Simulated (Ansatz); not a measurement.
System: CNiO, charge 0, multiplicity 1. 
Structure (B3LYP-D3(BJ)/def2-TZVP (Ansatz, a quantum-chemistry and plane-wave program) minimum search):
```xyz
3

Ni     0.0000     0.0000    -0.7787
O      0.0000     0.0000     2.0494
C      0.0000     0.0000     0.9016
```
Charge 0, spin multiplicity 1.

Total electronic energies in hartree. Valence correlation only, unless marked. Spin-orbit coupling is left out. The frozen core is the preceding noble-gas configuration, with the filled d and f shells of earlier blocks. Non-relativistic. CBS marks a two-point X^-3 extrapolation of the correlation energy; Hartree-Fock from the larger set. The program attaches cautions to a run behind CCSD/STO-3G: large difference. The program attaches cautions to a run behind CCSD(T)/STO-3G: large difference.

The Hartree-Fock reference is unstable (checked in the largest basis), which strains HF and MP2. The T1 diagnostic of CCSD in the largest basis is 0.047, which is high, so the coupled-cluster rows are less sure than usual.

```
level                                        program  energy (Eh)
------------------------------------  --------------  -----------
RI-HF/def2-TZVPPD                             Ansatz  -1619.46945
PBE-D4/def2-TZVPD                     Ansatz + dftd4  -1621.37274
PBE0-D3(BJ)/def2-TZVPD                Ansatz + dftd3  -1621.32445
LC-wPBE/def2-TZVPD                            Ansatz  -1621.41541
RI-MP2/def2-QZVPPD                            Ansatz  -1620.57460
SCS-MP2/def2-SVPD                             Ansatz  -1619.84090
CCSD/STO-3G                                   Ansatz  -1601.77424
CCSD(T)/STO-3G                                Ansatz  -1602.98478
CCSD(T)/CBS(def2-TZVPPD,def2-QZVPPD)          Ansatz   -1620.5103
```

Totals of different functionals don't rank their quality; only differences between species are comparable.
